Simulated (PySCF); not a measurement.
Computed shifts of a molecule C₃H₉FOSi, KT2/pcSseg-1 (PySCF), GIAO, gas phase, atoms alike by connectivity averaged where their shifts nearly agree, in ppm (number of nuclei): ¹³C: 71.0 (1), 67.7 (1), -2.0 (1). ²⁹Si: 25.6 (1). ¹⁹F: -238.9 (1). ¹H: 5.43 (1), 3.67 (3), 3.66 (1), 3.16 (1), 0.70 (3). References: ¹³C against TMS (σ = 185.1 ppm); ¹⁷O against H2O (σ = 330.4 ppm); ²⁹Si against TMS (σ = 361.9 ppm); ¹⁹F against CFCl3 (σ = 127.1 ppm); ¹H against TMS (σ = 31.47 ppm), references at their B3LYP-D3(BJ)/def2-TZVP geometries, non-relativistic. Geometry optimised at TPSSh-D3(BJ)/def2-SVP. The values are those of a single conformer.

Task: Identify the compound among the candidates.
A) CC[C@@H](F)[SiH2]O
B) COC[Si@H](C)F
C) CCO[Si@@H](C)F
D) C[Si@@H](CO)CF

Result: B, COC[Si@H](C)F
